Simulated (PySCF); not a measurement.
A structure optimised at PBE0-D3(BJ)/def2-SVP, used in a PySCF frequency run:

```
C
H 1 1.1061
O 1 1.4156 2 111.05
C 3 1.4057 1 99.57 2 109.00
H 4 1.1035 3 112.54 1 123.29
H 4 1.1049 5 109.49 3 -126.14
C 1 1.5016 2 111.11 3 -126.55
H 7 1.0989 1 110.36 2 -177.98
H 7 1.1005 8 109.07 1 -121.55
H 7 1.1018 8 109.07 9 -118.11
S 4 1.8355 5 113.98 6 -127.38
```
Charge 0, spin multiplicity 1.

Task: Write its SMILES and formula.

Result: C[C@@H]1OCS1, C₃H₆OS

Task: What are its rotational constants (standard atomic weights)?

Result: 6.4039, 4.1129, 2.7988 GHz
